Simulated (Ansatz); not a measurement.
ClH₄NSi₂ (`Cl[SiH]1N[SiH2]1`). The species carries charge 0 and has multiplicity 1. The structure was optimised at the PBE0-D4/def2-TZVP level.

```xyz
8

Cl   -1.400   -1.196   -2.113
Si   -0.496    0.256   -0.971
N    -0.616    0.109    0.729
Si    1.094   -0.157    0.528
H    -0.889    1.542   -1.588
H    -1.302    0.119    1.465
H     2.005    0.849    1.134
H     1.604   -1.523    0.816
```

(1) What is the dipole moment at PBE/def2-TZVPP? (An estimate is asked.)

(2) And with r2SCAN, B3LYP, ωB97M-V? (An estimate is asked.)

(3) Give the Mulliken charges with PBE, r2SCAN, B3LYP in def2-TZVPP. (Estimate.)

Answers

(1) Computed: 1.65 D, with components (0.03, 0.74, 1.47) D in this frame, pointing from negative to positive charge.

(2) Ansatz gave: r2SCAN 1.70 D, B3LYP 1.67 D, ωB97M-V 1.68 D.

(3) Computed: 
```json
{"atom": "Cl1", "PBE": "-0.22", "r2SCAN": "-0.25", "B3LYP": "-0.25"}
{"atom": "Si2", "PBE": "0.37", "r2SCAN": "0.48", "B3LYP": "0.44"}
{"atom": "N3", "PBE": "-0.33", "r2SCAN": "-0.44", "B3LYP": "-0.39"}
{"atom": "Si4", "PBE": "0.21", "r2SCAN": "0.31", "B3LYP": "0.27"}
{"atom": "H5", "PBE": "-0.05", "r2SCAN": "-0.07", "B3LYP": "-0.06"}
{"atom": "H6", "PBE": "0.13", "r2SCAN": "0.13", "B3LYP": "0.12"}
{"atom": "H7", "PBE": "-0.06", "r2SCAN": "-0.08", "B3LYP": "-0.07"}
{"atom": "H8", "PBE": "-0.05", "r2SCAN": "-0.07", "B3LYP": "-0.06"}
```

B3LYP here is the variant with VWN-RPA as its local correlation; programs differ in this.
